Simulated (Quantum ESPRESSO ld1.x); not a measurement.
The numbers below are computed, except where a source is named.
Question: The mean radii <r> (bohr) of the occupied orbitals of an atom or ion are listed with their occupations. Code: ld1.x of Quantum ESPRESSO 7.5. Model: scalar-relativistic Kohn-Sham, revPBE, spin-unpolarised, spherical densities, point nucleus.

| orbital | occ. | <r> |
|---|---|---|
| 1s | 2 | 0.03916 |
| 2s | 2 | 0.1725 |
| 2p | 6 | 0.1504 |
| 3s | 2 | 0.4919 |
| 3p | 6 | 0.4984 |
| 3d | 10 | 0.4982 |
| 4s | 2 | 1.356 |
| 4p | 6 | 1.560 |
| 5s | 1 | 3.926 |

Name the element and its charge.

Answer: Z = 38, strontium, charge +1: Sr+ in [Kr] 5s1. The 1s radius gives Z: for a bare nucleus <r> = (2 gamma + 1)/(2Z) with gamma = sqrt(1 - (Z/c)^2), 0.03844 bohr for Z = 38, and screening makes it slightly larger (0.03916 here). The occupations add up to 37, and the charge is Z minus that.
